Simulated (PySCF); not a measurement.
C3H3F3O2.
Z-matrix (Å and degrees, GFN2-xTB geometry), rows numbered from 1:
```
F 
C   1  1.3690
O   2  1.3775  1  108.32
C   3  1.3882  2  108.61  1   -98.63
F   4  1.3620  3  108.99  2  -121.14
C   4  1.5470  3  104.16  2    -3.99
F   6  1.3630  4  109.72  3   105.66
O   2  1.3734  1  109.93  3  -118.32
H   2  1.0956  1  106.75  3   120.97
H   4  1.0965  3  112.56  2   119.61
H   6  1.0944  4  114.20  3  -133.25
```

The closed-shell SCF was solved with PySCF and density fitting under several settings on one GFN2-xTB geometry (grid level 2 and gas phase unless stated).

```
                           settings  basis functions  SCF cycles     E (Eh)  HOMO (eV)  LUMO (eV)  dipole (D)
                      PBE0/pcSseg-1              151          13  -565.4794      -9.82       1.59        1.16
                     PBE0/def2-SVPD              199          13  -565.1409      -9.96       0.69        1.13
                   KT2/aug-pcSseg-1              235          16  -574.1146      -8.25      -0.34        1.05
PBE0/pcSseg-1, IEF-PCM acetonitrile              151          13  -565.4893      -9.65       1.98        1.44
```

**Question.** Estimate the row for these settings: BHandHLYP/def2-SVP.

**Answer.** 
```tsv
settings	basis functions	SCF cycles	E (Eh)	HOMO (eV)	LUMO (eV)	dipole (D)
BHandHLYP/def2-SVP	127	13	-565.4078	-11.49	2.83	1.19
```

**Question.** Over all rows, what range does the HOMO–LUMO gap span?

**Answer.** From 7.91 eV (KT2/aug-pcSseg-1) to 14.32 eV (BHandHLYP/def2-SVP). The functional of the narrowest has no exact exchange, that of the widest 50 % exact exchange.

**Question.** And the dipole moment?

**Answer.** From 1.05 D (KT2/aug-pcSseg-1) to 1.44 D (PBE0/pcSseg-1, IEF-PCM acetonitrile); the largest is 1.37 times the smallest, and the median is 1.16 D.

**Question.** Compare two rows with the functional PBE0: PBE0/pcSseg-1 and PBE0/def2-SVPD. Which energy is lower, and by how much?

**Answer.** PBE0/pcSseg-1 (151 functions) lies 0.3385 Eh or 212 kcal/mol below PBE0/def2-SVPD (199 functions). The smaller set gives the lower energy; the two sets aren't nested, so the variational bound doesn't order them by size.

Cycle counts include a coarse-grid stage where the run had one. KT2 was designed for NMR shieldings or shifts; total energies of different functionals aren't comparable. The structure is a single GFN2-xTB conformer; no vibrational corrections.
